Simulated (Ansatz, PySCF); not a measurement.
Molecule: 2,2-difluoropropan-1-ol, C₃H₆F₂O (charge 0, singlet). 
Geometry from a B3LYP-D3(BJ)/def2-TZVP (Ansatz, a program for electronic structure) optimisation:
SMILES: CC(F)(F)CO
```xyz
12

C      1.3689    -0.7877    -0.2058
C      0.3137     0.2674    -0.0122
F      0.6652     1.4108    -0.7019
F      0.2694     0.6271     1.3138
C     -1.0886    -0.0978    -0.4704
O     -1.4516    -1.3284     0.1298
H      1.0923    -1.6840     0.3452
H      2.3218    -0.4086     0.1609
H      1.4597    -1.0320    -1.2636
H     -1.7516     0.7199    -0.1735
H     -1.0794    -0.1680    -1.5636
H     -2.4058    -1.4333     0.0783
```

Dipole moments at this geometry, in debye (magnitudes).

```json
[
 {"level": "HF/def2-TZVPD", "program": "PySCF", "dipole (D)": "2.67"},
 {"level": "revPBE/def2-TZVPD", "program": "Ansatz", "dipole (D)": "2.30"},
 {"level": "B3LYP/def2-TZVPD", "program": "Ansatz", "dipole (D)": "2.45"},
 {"level": "PBE0/def2-TZVPD", "program": "PySCF", "dipole (D)": "2.44"},
 {"level": "BHLYP/def2-TZVPD", "program": "Ansatz", "dipole (D)": "2.56"},
 {"level": "r2SCANh/def2-TZVPD", "program": "Ansatz", "dipole (D)": "2.43"},
 {"level": "HSE06/def2-TZVPD", "program": "Ansatz", "dipole (D)": "2.43"},
 {"level": "LC-wPBE/def2-TZVPD", "program": "Ansatz", "dipole (D)": "2.49"},
 {"level": "CCSD(T)/aug-cc-pVDZ", "program": "Ansatz", "dipole (D)": "2.42"}
]
```
